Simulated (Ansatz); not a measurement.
```yaml
crystal:
  periodic: [false, false, false]
  atoms:
    - {symbol: C, position_ang: [0.021524, 1.810401, -0.437160]}
    - {symbol: C, position_ang: [-0.025712, -1.129199, -0.426603]}
    - {symbol: C, position_ang: [-0.787396, -2.083240, 0.420717]}
    - {symbol: Ge, position_ang: [0.760315, 0.378714, 0.324937]}
    - {symbol: H, position_ang: [0.717375, 0.272323, 1.718854]}
    - {symbol: H, position_ang: [2.148318, 0.177353, 0.036488]}
    - {symbol: H, position_ang: [0.589414, 2.897683, -0.228741]}
    - {symbol: H, position_ang: [-1.166471, 1.967057, -0.227402]}
    - {symbol: H, position_ang: [0.052649, 2.025243, -1.445136]}
    - {symbol: H, position_ang: [-0.159632, -1.434766, -1.594168]}
    - {symbol: H, position_ang: [-0.922907, -2.014841, 1.376629]}
    - {symbol: H, position_ang: [-1.370932, -2.919591, 0.091499]}
basis:
  gaussian: {orbitals: cc-pVTZ-rifit, nuclear_model: gaussian}
magnetization: {spin_polarized: true, initial_magnetization: 2}
hamiltonian: {xc: {name: CAM-B3LYP}, dispersion: d4}
scf: {omitted_lower_state_checks: [starts]}
```

```sh
$ ansatz run in.yaml --threads 2 --pin off --events-out ev --progress --plain --max-ram 4352MiB
```

**Question.** Does this run fit into the memory that it is given?

**Answer.** No. It has 649 basis functions, and the program plans for 8 GiB where 4 GiB are given.
